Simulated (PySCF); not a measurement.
**Ge+ (germanium, charge +1) across methods**

[Ar] 3d10 4s2 4d1, 2D determinant (an excited configuration). All numbers are calculated (PySCF 2.14, the spin-free X2C one-electron Hamiltonian (Gaussian nucleus), in x2c-TZVPPall with one added diffuse shell each of s, p, d type (7s6p5d1f, 57 functions)).

```json
{"method": "B3LYP", "E (hartree)": "-2098.160", "mean ε 4s α (eV)": "-23.846", "mean ε 4s β (eV)": "-23.717", "mean ε 4d α (eV)": "-5.501", "Σ⟨r²⟩ (bohr²)": "43.05", "⟨S²⟩": "0.750"}
{"method": "PBE", "E (hartree)": "-2097.823", "mean ε 4s α (eV)": "-22.807", "mean ε 4s β (eV)": "-22.590", "mean ε 4d α (eV)": "-5.225", "Σ⟨r²⟩ (bohr²)": "42.55", "⟨S²⟩": "0.750"}
{"method": "PBEsol", "E (hartree)": "-2096.254", "mean ε 4s α (eV)": "-22.854", "mean ε 4s β (eV)": "-22.629", "mean ε 4d α (eV)": "-5.152", "Σ⟨r²⟩ (bohr²)": "42.51", "⟨S²⟩": "0.750"}
{"method": "PBE0", "E (hartree)": "-2097.843", "mean ε 4s α (eV)": "-23.882", "mean ε 4s β (eV)": "-23.685", "mean ε 4d α (eV)": "-5.591", "Σ⟨r²⟩ (bohr²)": "43.06", "⟨S²⟩": "0.750"}
{"method": "BLYP", "E (hartree)": "-2098.226", "mean ε 4s α (eV)": "-22.819", "mean ε 4s β (eV)": "-22.689", "mean ε 4d α (eV)": "-5.099", "Σ⟨r²⟩ (bohr²)": "42.75", "⟨S²⟩": "0.750"}
{"method": "UHF", "E (hartree)": "-2096.44719", "mean ε 4s α (eV)": "-26.300", "mean ε 4s β (eV)": "-26.122", "mean ε 4d α (eV)": "-6.255", "Σ⟨r²⟩ (bohr²)": "45.87", "⟨S²⟩": "0.750"}
{"method": "r2SCAN0", "E (hartree)": "-2098.036", "mean ε 4s α (eV)": "-24.005", "mean ε 4s β (eV)": "-24.028", "mean ε 4d α (eV)": "-5.533", "Σ⟨r²⟩ (bohr²)": "42.92", "⟨S²⟩": "0.750"}
{"method": "LDA", "E (hartree)": "-2094.811", "mean ε 4s α (eV)": "-23.210", "mean ε 4s β (eV)": "-22.977", "mean ε 4d α (eV)": "-5.079", "Σ⟨r²⟩ (bohr²)": "42.51", "⟨S²⟩": "0.750"}
```

Problem. Estimate the same row for r2SCAN.

Solution. E (hartree) = -2098.072; mean ε 4s α (eV) = -22.935; mean ε 4s β (eV) = -22.998; mean ε 4d α (eV) = -5.184; Σ⟨r²⟩ (bohr²) = 42.46; ⟨S²⟩ = 0.750.

The outer electron is Rydberg-like, and this basis confines it to a smaller radius and binds it less than a complete one would.
